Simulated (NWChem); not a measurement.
System: pyrazole (C3H4N2); SMILES c1cn[nH]c1

Here is an NWChem input.

```
start job
memory heap 200 mb stack 900 mb global 1100 mb
geometry units angstroms noautosym nocenter noautoz
  C      0.034502     1.198460     0.000000
  C      1.123816     0.296436     0.000000
  N      0.722988    -0.974574     0.000000
  N     -0.624432    -0.890630     0.000000
  C     -1.084692     0.388163     0.000000
  H      0.060360     2.278291     0.000000
  H      2.182790     0.519742     0.000000
  H     -1.163677    -1.743201     0.000000
  H     -2.141540     0.614244     0.000000
end
basis spherical
  * library pcsseg-1
end
dft
  xc xpbe96 cpbe96
  iterations 150
end
property
  shielding
end
task dft property
```

Output (shortened):

```
             Northwest Computational Chemistry Package (NWChem) 7.3.0
             --------------------------------------------------------

                             Geometry "geometry" -> ""
                             -------------------------

 Output coordinates in angstroms (scale by  1.889725989 to convert to a.u.)

  No.       Tag          Charge          X              Y              Z
 ---- ---------------- ---------- -------------- -------------- --------------
    1 C                    6.0000     0.03450200     1.19846000     0.00000000
    2 C                    6.0000     1.12381600     0.29643600     0.00000000
    3 N                    7.0000     0.72298800    -0.97457400     0.00000000
    4 N                    7.0000    -0.62443200    -0.89063000     0.00000000
    5 C                    6.0000    -1.08469200     0.38816300     0.00000000
    6 H                    1.0000     0.06036000     2.27829100     0.00000000
    7 H                    1.0000     2.18279000     0.51974200     0.00000000
    8 H                    1.0000    -1.16367700    -1.74320100     0.00000000
    9 H                    1.0000    -2.14154000     0.61424400     0.00000000

 Effective nuclear repulsion energy (a.u.)     162.8202436164

  pbe96 is a nonlocal functional; adding pw91lda local functional.
                              NWChem Property Module
                              ----------------------

  itol2e modified to match energy
  convergence criterion.

                                 NWChem DFT Module
                                 -----------------

 Summary of "ao basis" -> "ao basis" (spherical)
 ------------------------------------------------------------------------------
       Tag                 Description            Shells   Functions and Types
 ---------------- ------------------------------  ------  ---------------------
 C                          pcsseg-1                 7       17   3s3p1d
 N                          pcsseg-1                 7       17   3s3p1d
 H                          pcsseg-1                 3        5   2s1p

  itol2e modified to match energy
  convergence criterion.

            General Information
            -------------------
          SCF calculation type: DFT
          Wavefunction type:  closed shell.
          No. of atoms     :     9
          No. of electrons :    36
           Alpha electrons :    18
            Beta electrons :    18
          Charge           :     0
          Spin multiplicity:     1
          Use of symmetry is: off; symmetry adaption is: off
          Maximum number of iterations: 150
          AO basis - number of functions:   105
                     number of shells:    47
          Convergence on energy requested:  1.00D-07
          Convergence on density requested:  1.00D-05
          Convergence on gradient requested:  5.00D-04

              XC Information
              --------------
          PerdewBurkeErnzerhof Exchange Functional  1.000
            Perdew 1991 LDA Correlation Functional  1.000 local
           PerdewBurkeErnz. Correlation Functional  1.000 non-local

             Grid Information
             ----------------
          Grid used for XC integration:  fine
          Radial quadrature: Mura-Knowles
          Angular quadrature: Lebedev.
          Tag              B.-S. Rad. Rad. Pts. Rad. Cut. Ang. Pts.
          ---              ---------- --------- --------- ---------
          C                   0.70       70          10.0       590
          N                   0.65       70          10.0       590
          H                   0.35       60          12.0       590
          Grid pruning is: on
          Number of quadrature shells:   590
          Spatial weights used:  Erf1

      Superposition of Atomic Density Guess
      -------------------------------------

 Sum of atomic energies:        -223.52672656

      Non-variational initial energy
      ------------------------------

[...]

          -----------------------------------------
          Chemical Shielding Tensors (GIAO, in ppm)
          -----------------------------------------

                                NWChem CPHF Module
                                ------------------

  scftype          =     RHF
  nclosed          =       18
  nopen            =        0
  variables        =     1566
  # of vectors     =        3
  tolerance        = 0.10D-03
  level shift      = 0.00D+00
  max iterations   =       50
  max subspace     =       30

 SCF residual:    5.2456820907623793E-005

Iterative solution of linear equations
  No. of variables     1566
  No. of equations        3
  Maximum subspace       30
        Iterations       50
       Convergence  1.0D-04

   iter   nsub   residual    time
   ----  ------  --------  ---------
     1      3    2.87D-05      45.1

      Atom:    1  C
        Diamagnetic
    262.7797      0.8240      0.0000
      0.8240    258.3444     -0.0000
      0.0000     -0.0000    233.0882

        Paramagnetic
   -199.4984      5.0288     -0.0000
      5.0288   -262.4575     -0.0000
     -0.0000     -0.0000    -75.4348

        Total Shielding Tensor
     63.2813      5.8528     -0.0000
      5.8528     -4.1131     -0.0000
     -0.0000     -0.0000    157.6533

           isotropic =      72.2738
          anisotropy =     128.0692

          Principal Components and Axis System
                 1           2           3
              157.6533     63.7858     -4.6176

      1        -0.0000      0.9963     -0.0859
      2        -0.0000      0.0859      0.9963
      3         1.0000      0.0000      0.0000

      Atom:    2  C
        Diamagnetic
    257.6335     -2.0583     -0.0000
     -2.0583    260.9726      0.0000
     -0.0000      0.0000    230.9155

        Paramagnetic
   -302.9555    -13.9785      0.0000
    -13.9785   -225.3100      0.0000
      0.0000      0.0000   -103.4171

        Total Shielding Tensor
    -45.3220    -16.0368     -0.0000
    -16.0368     35.6626      0.0000
     -0.0000      0.0000    127.4984

           isotropic =      39.2797
          anisotropy =     132.3281

          Principal Components and Axis System
                 1           2           3
              127.4984    -48.3820     38.7226

      1        -0.0000      0.9823     -0.1874
      2         0.0000      0.1874      0.9823
      3         1.0000      0.0000     -0.0000

      Atom:    3  N
        Diamagnetic
    343.1197      8.6881     -0.0000
      8.6881    315.0829     -0.0000
     -0.0000     -0.0000    306.2414

        Paramagnetic
   -630.1607    -79.5218      0.0000
    -79.5218   -433.0954     -0.0000
      0.0000     -0.0000   -133.6876

        Total Shielding Tensor
   -287.0411    -70.8337      0.0000
    -70.8337   -118.0125     -0.0000
      0.0000     -0.0000    172.5538

           isotropic =     -77.4999
          anisotropy =    -352.9494

          Principal Components and Axis System
                 1           2           3
             -312.7995    172.5538    -92.2540

      1         0.9398      0.0000     -0.3418
      2         0.3418     -0.0000      0.9398
      3         0.0000      1.0000      0.0000

      Atom:    4  N
        Diamagnetic
    330.6478     -2.3730      0.0000
     -2.3730    328.6938     -0.0000
      0.0000     -0.0000    299.7184

        Paramagnetic
   -297.8785    -59.7478     -0.0000
    -59.7478   -362.2948     -0.0000
     -0.0000     -0.0000   -183.0263

        Total Shielding Tensor
     32.7694    -62.1208     -0.0000
    -62.1208    -33.6010     -0.0000
     -0.0000     -0.0000    116.6921

           isotropic =      38.6202
          anisotropy =     117.1078

          Principal Components and Axis System
                 1           2           3
              116.6921    -70.8449     70.0133

      1         0.0000      0.5142      0.8577
      2        -0.0000      0.8577     -0.5142
      3         1.0000      0.0000     -0.0000

      Atom:    5  C
        Diamagnetic
    257.3123     -0.7379      0.0000
     -0.7379    262.5032     -0.0000
      0.0000     -0.0000    228.6020

        Paramagnetic
   -265.6653     28.7999     -0.0000
     28.7999   -233.2623     -0.0000
     -0.0000     -0.0000    -87.7480

        Total Shielding Tensor
     -8.3530     28.0620     -0.0000
     28.0620     29.2410     -0.0000
     -0.0000     -0.0000    140.8540

           isotropic =      53.9140
          anisotropy =     130.4100

          Principal Components and Axis System
                 1           2           3
              140.8540     44.2198    -23.3318

      1        -0.0000      0.4709      0.8822
      2        -0.0000      0.8822     -0.4709
      3         1.0000      0.0000      0.0000

      Atom:    6  H
        Diamagnetic
     26.2629      0.6367      0.0000
      0.6367     42.0670     -0.0000
      0.0000     -0.0000     22.9015

        Paramagnetic
     -0.3947     -0.2952     -0.0000
     -0.2952    -16.1954      0.0000
     -0.0000      0.0000      0.3545

        Total Shielding Tensor
     25.8682      0.3415     -0.0000
      0.3415     25.8716     -0.0000
     -0.0000     -0.0000     23.2561

           isotropic =      24.9986
          anisotropy =       1.8191

          Principal Components and Axis System
                 1           2           3
               26.2114     25.5284     23.2561

      1         0.7053      0.7089      0.0000
      2         0.7089     -0.7053      0.0000
      3        -0.0000     -0.0000      1.0000

      Atom:    7  H
        Diamagnetic
     41.7214      3.8210     -0.0000
      3.8210     26.8098      0.0000
     -0.0000      0.0000     23.1750

        Paramagnetic
    -17.0391     -4.6445     -0.0000
     -4.6445     -1.7255      0.0000
     -0.0000      0.0000     -1.4259

        Total Shielding Tensor
     24.6823     -0.8235     -0.0000
     -0.8235     25.0843      0.0000
     -0.0000      0.0000     21.7491

[...]
```

Level: PBE/pcSseg-1, GIAO. The geometry was optimised at B3LYP/6-31G* (spherical d). The printed shielding anisotropy is the first printed principal value minus the mean of the other two.
